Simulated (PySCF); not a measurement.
AlH2, charge -1, multiplicity 1. Atoms are numbered in the order given.

```xyz
3

Al     0.0000     0.0000    -0.1550
H      0.0000     1.2352     1.0077
H      0.0000    -1.2352     1.0077
```
Charge -1, spin multiplicity 1.

The structure is a stationary point at B3LYP-D3(BJ)/def2-TZVPD.

Method: B3LYP/def2-TZVPD (PySCF).

ESP charges are fitted to the potential on shells at 1.4 to 2.0 van der Waals radii. Atomic charges (e):

```csv
atom,meta-Löwdin,ESP fit
Al1,-0.55,(withheld)
H2,-0.22,(withheld)
H3,-0.22,(withheld)
```

Question: Complete the blanks. (An estimate is asked for; the answer gives what the named calculation found.)

Answer: 
- Al1, ESP fit: -0.75
- H2, ESP fit: -0.13
- H3, ESP fit: -0.13
